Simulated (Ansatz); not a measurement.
The cluster MgSe2. The state is a singlet with charge 0. Geometry PBE-D4/def2-TZVP, basis def2-TZVP, Ansatz.

| atom | x (Å) | y (Å) | z (Å) |
| --- | --- | --- | --- |
| Mg1 | -1.132 | -0.709 | 0.010 |
| Se2 | -0.079 | 1.378 | -0.456 |
| Se3 | 1.211 | -0.669 | 0.447 |

| run | HOMO (eV) | LUMO (eV) |
| --- | --- | --- |
| A | -4.34 | -4.16 |
| B | -5.33 | -3.56 |
| C | -6.53 | -2.86 |
| D | -6.20 | -3.07 |
| E | -7.56 | -1.51 |
| F | -4.49 | -3.87 |

At PBE0-D4/def2-TZVP a triplet of charge 0 lies 0.10 eV below the restricted singlet, each at its own geometry. The structure comes from a short search, and lower isomers may exist.

Task: The runs used BHLYP, CAM-B3LYP, HF, PBE, PBE0, r2SCAN. Estimate which is which.

Result: A PBE (0 % exact exchange); B PBE0 (25 % exact exchange); C CAM-B3LYP (range-separated); D BHLYP (50 % exact exchange); E HF (100 % exact exchange); F r2SCAN (0 % exact exchange). Exact exchange lowers occupied and raises empty levels; among semilocal functionals meta-GGAs tend to open the gap a little, and such runs are hard to tell apart. The gap grows from 0.18 eV (PBE) to 6.05 eV (HF).
